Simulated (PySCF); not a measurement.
**Cost of excited-state runs on closo-1-SB7 (no H on S)**

Geometry:
```
atom   x (Å)   y (Å)   z (Å)
  S1   1.024  -0.003   1.614
  B2  -0.794   0.005   1.391
  B3   0.096   0.819  -1.178
  B4   0.088  -0.824  -1.175
  B5   0.112   1.307   0.416
  B6   0.101  -1.308   0.420
  B7   1.358  -0.005  -0.285
  B8  -1.193   0.007  -0.201
  H9  -1.415   0.008   2.385
 H10   0.054   1.559  -2.086
 H11   0.038  -1.566  -2.081
 H12   0.177   2.389   0.873
 H13   0.157  -2.389   0.879
 H14   2.522  -0.010  -0.456
 H15  -2.325   0.012  -0.517
```

PySCF with density fitting, on 1 thread of an Arm Neoverse V2, shared host. Command: `OMP_NUM_THREADS=1 python excited_run.py task.json out`

Question: How long does each of these runs take, and how much memory?
- magnetisability and related constants, KT1/def2-SVP; usual settings
- magnetisability and related constants, PBE/def2-SVP; usual settings

Answer: 
| run | level | basis functions | wall time | peak memory (GiB) |
| --- | --- | --- | --- | --- |
| magnetisability and related constants | KT1/def2-SVP | 151 | 28 s | 0.51 |
| magnetisability and related constants | PBE/def2-SVP | 151 | 30 s | 0.44 |

Times from a shared host are rough.
